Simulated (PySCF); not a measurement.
# MC for M along group 14

PBE0 with double-zeta basis sets in PySCF, for the lowest determinant that a PBE0 search found; no spin–orbit coupling. De refers to high-spin ground-configuration atoms. A positive dipole means M(−)C(+).

```tsv
M	basis	state (unpaired electrons)	Re (Å)	ωe (cm⁻¹)	De (eV)	μ (D)
C	aug-cc-pVDZ	triplet (σ ↑, π ↑)	1.314	1709	6.16	n/a
Si	cc-pV(D+d)Z/cc-pVDZ	triplet (σ ↑, π ↑)	1.719	987	4.31	-1.42
Ge	aug-cc-pVDZ-PP/aug-cc-pVDZ	triplet (σ ↑, π ↑)	1.804	805	3.73	-2.03
Sn	def2-SVP	triplet (σ ↑, π ↑)	2.021	632	3.10	-2.38
```

The shortest bond is that of C2 (1.314 Å), the longest that of SnC (2.021 Å). C2 is bound most strongly (6.16 eV) and SnC least (3.10 eV).

The rows differ in basis set, which adds steps of its own.

Down a group the atoms grow and get heavier, so bonds lengthen and wavenumbers fall; this series shows no clear exception.

Spin–orbit coupling is left out, which matters for elements this heavy, above all for dissociation energies. States were picked by a PBE0 search and need not be the measured ground states.
